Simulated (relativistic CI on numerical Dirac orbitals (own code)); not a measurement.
Mn⁺ in a cubic cluster: 3s photoemission with charge transfer

Computed with a charge-transfer multiplet model of a cubic metal-ligand cluster with up to 3 ligand holes, Slater and spin-orbit integrals from Dirac-Coulomb-Breit ions, Slater integrals scaled by 0.8. The ground state mixes d6 with configurations of k ligand holes L, whose averages lie at kΔ + k(k − 1)U_dd/2; a core hole lowers each added d electron by U_cd. 20 K, Lorentzian 1.4 eV and Gaussian 0.8 eV FWHM.

Atomic integrals in eV (Slater integrals scaled, ζ unscaled), ground: F2dd 7.203, F4dd 4.433, zeta_d 0.031; with the core hole: F2dd 8.355, F4dd 5.195, zeta_d 0.039, G2cd 8.770.

Cluster parameters (eV): Δ = 7.9, U_dd = 5.8, 10Dq = 0.95, 10Dq(ligand) = 1.2, V(eg) = 2.3, V(t2g) = -1.16, final-state hopping factor = 1.

```
         Case   n_d    d6   d7L  d8L2  d9L3     S
U_cd = 5.7 eV  6.13  0.88  0.12  0.00  0.00  2.00
U_cd = 6.3 eV  6.13  0.88  0.12  0.00  0.00  2.00
U_cd = 6.9 eV  6.13  0.88  0.12  0.00  0.00  2.00
U_cd = 7.5 eV  6.13  0.88  0.12  0.00  0.00  2.00
U_cd = 8.1 eV  6.13  0.88  0.12  0.00  0.00  2.00
```

Weights, n_d and S are thermal averages at 20 K. Binding energies count from the first peak over 30 % of the highest in each spectrum, which can be another peak from case to case. The parameters are a model scan and need not match a compound or its usual spin state. Peaks in eV (height, largest 100):
- U_cd = 5.7 eV: 0.0 (100), 8.5 (47), 14.7 (7)
- U_cd = 6.3 eV: 0.0 (100), 8.3 (48), 14.3 (10)
- U_cd = 6.9 eV: 0.0 (100), 8.3 (48), 14.0 (12)
- U_cd = 7.5 eV: 0.0 (100), 8.0 (48), 13.6 (14)
- U_cd = 8.1 eV: 0.0 (100), 7.8 (48), 13.9 (16)

For the case U_cd = 7.5 eV, Δ = 7.9 eV is larger than U_dd = 5.8 eV, the Mott-Hubbard side of the Zaanen-Sawatzky-Allen scheme. With the core hole the configuration with one ligand hole lies at Δ − U_cd = 2.2, 1.6, 1.0, 0.4, -0.2 eV from the one without, in the order of the table; where this is negative the screened configuration lies lower, though the effective hopping of about 3.6 eV (from the holes of the mixed ground state) mixes the two strongly wherever it is as large as the gap.

Without intra-shell correlation the exchange splitting of the 3s hole comes out too large.
